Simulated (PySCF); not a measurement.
C5H3N3.
Structure used (PBE0-D3(BJ)/def2-SVP), in Å, numbered top down from 1:
```xyz
11
C5H3N3 angstrom
C      3.0479   -0.3552   -0.2191
C      1.8476   -0.2034   -0.1712
C      0.4230   -0.0235   -0.1142
N     -0.3477   -1.0897   -0.3535
C     -1.6520   -0.8571   -0.2850
N     -2.2191    0.3131   -0.0067
C     -1.3567    1.3012    0.2134
N     -0.0346    1.1992    0.1751
H      4.1136   -0.4900   -0.2617
H     -2.3197   -1.7065   -0.4748
H     -1.7732    2.2887    0.4473
```

Level of theory: PBE0-D3(BJ)/def2-SVP geometry optimisation, gas phase (PySCF).

Masses are those of the commonest isotopes; rigid-rotor values at the optimised geometry. 

(1) What are A, B and C (cm⁻¹)?

(2) What kind of rotor is it?

(3) Is it planar, by Δ = Ic − Ia − Ib?

(4) Predict some low-J microwave lines.

(5) Estimate the classical rotational partition function at 50 K, 200 K and 500 K.

Answers

(1) Ia = 77.91, Ib = 309.04, Ic = 386.95 u·Å²; 505379 MHz·u·Å²/I gives 6487, 1635 and 1306 MHz, that is A = 0.21637, B = 0.05455, C = 0.04357 cm⁻¹.

(2) An asymmetric top. Ray's parameter κ = (2B − A − C)/(A − C) = -0.873; −1 is the prolate and +1 the oblate limit.

(3) Planar: Δ = Ic − Ia − Ib = 0.00 u·Å². For a rigid frame Δ = −2 Σ m c², so it vanishes when all atoms lie in the ab plane; here none is more than 0.01 Å from it.

(4) The dipole components are |μa| = 0.61 D, |μb| = 0.00 D, |μc| = 0.00 D; the symmetry axis of this C2v structure is a, so μb and μc vanish by symmetry and there are no b-type or c-type lines. Some lines, for components of 0.1 D or more:

```json
{"type": "a", "branch": "Q", "J(Ka,Kc)": "1(1,0) ← 1(1,1)", "MHz": "329", "lower level (cm⁻¹)": "0.260"}
{"type": "a", "branch": "Q", "J(Ka,Kc)": "2(1,1) ← 2(1,2)", "MHz": "988", "lower level (cm⁻¹)": "0.445"}
{"type": "a", "branch": "R", "J(Ka,Kc)": "1(0,1) ← 0(0,0)", "MHz": "2941", "lower level (cm⁻¹)": "0.000"}
{"type": "a", "branch": "R", "J(Ka,Kc)": "2(1,2) ← 1(1,1)", "MHz": "5553", "lower level (cm⁻¹)": "0.260"}
{"type": "a", "branch": "R", "J(Ka,Kc)": "2(0,2) ← 1(0,1)", "MHz": "5867", "lower level (cm⁻¹)": "0.098"}
{"type": "a", "branch": "R", "J(Ka,Kc)": "2(1,1) ← 1(1,0)", "MHz": "6212", "lower level (cm⁻¹)": "0.271"}
```

(5) Point group C2v, symmetry number σ = 2; q = (√π/σ)·√((kT/h)³/(ABC)), k/h = 20836.6 MHz/K: 8010 at 50 K, 64100 at 200 K, 253000 at 500 K.

Stationary, but not proved a minimum. No vibrational averaging or centrifugal distortion is included, and the geometry carries the error of its method. Quadrupole hyperfine structure (14N) is left out.

On one thread, AMD EPYC 9R45 (x86_64), no GPU (shared host), this took 11 s of wall time and 0.68 GiB of memory at its peak. These figures are those of the optimisation.
